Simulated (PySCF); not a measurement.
Si(AsH2)(F)2(H) (AsF2H3Si), SMILES F[SiH](F)[AsH2].

Coordinates come from a PBE0-D3(BJ)/def2-SVP optimisation. The structure was generated by enumeration, and PubChem lists no compound with its InChIKey, so it may never have been made.

All values below come from TDDFT-M06-2X/def2-SVPD in PySCF.

Vertical excitations. The molecule is in vacuum. State labels are in the subgroup Cs.

Question: Give excitation energies, oscillator strengths and character. (The exact figures need the calculation; the answer reports its results.)

Answer: 
| state | symmetry | energy (eV) | λ (nm) | f | main pairs |
|---|---|---|---|---|---|
| S1 | A" | 6.46 | 192 | 0.010 | HOMO→LUMO+1 97 % |
| S2 | A' | 6.80 | 182 | 0.050 | HOMO→LUMO 86 % |
| S3 | A" | 7.31 | 170 | 0.015 | HOMO→LUMO+3 93 % |
| S4 | A' | 7.32 | 169 | 0.365 | HOMO→LUMO+2 83 % |
| S5 | A' | 7.79 | 159 | 0.045 | HOMO→LUMO+4 78 % |
| S6 | A' | 8.04 | 154 | 0.102 | HOMO−1→LUMO 85 % |
| S7 | A" | 8.25 | 150 | 0.037 | HOMO−1→LUMO+1 83 % |
| S8 | A" | 8.61 | 144 | 0.027 | HOMO−1→LUMO+3 90 % |
| S9 | A' | 8.63 | 144 | 0.201 | HOMO−1→LUMO+2 90 % |
| S10 | A' | 8.84 | 140 | 0.019 | HOMO→LUMO+6 81 % |
| T1 | A' | 5.75 | 216 | 0 | HOMO→LUMO 70 %, HOMO→LUMO+2 14 % |
| T2 | A" | 5.86 | 212 | 0 | HOMO→LUMO+1 81 % |
| T3 | A" | 6.74 | 184 | 0 | HOMO→LUMO+3 63 %, HOMO−1→LUMO+1 18 %, HOMO→LUMO+1 14 % |
| T4 | A' | 6.78 | 183 | 0 | HOMO→LUMO+2 70 %, HOMO→LUMO 12 % |
Triplets are in the Tamm–Dancoff approximation, which puts them higher than full response would, so one can lie above its singlet here.
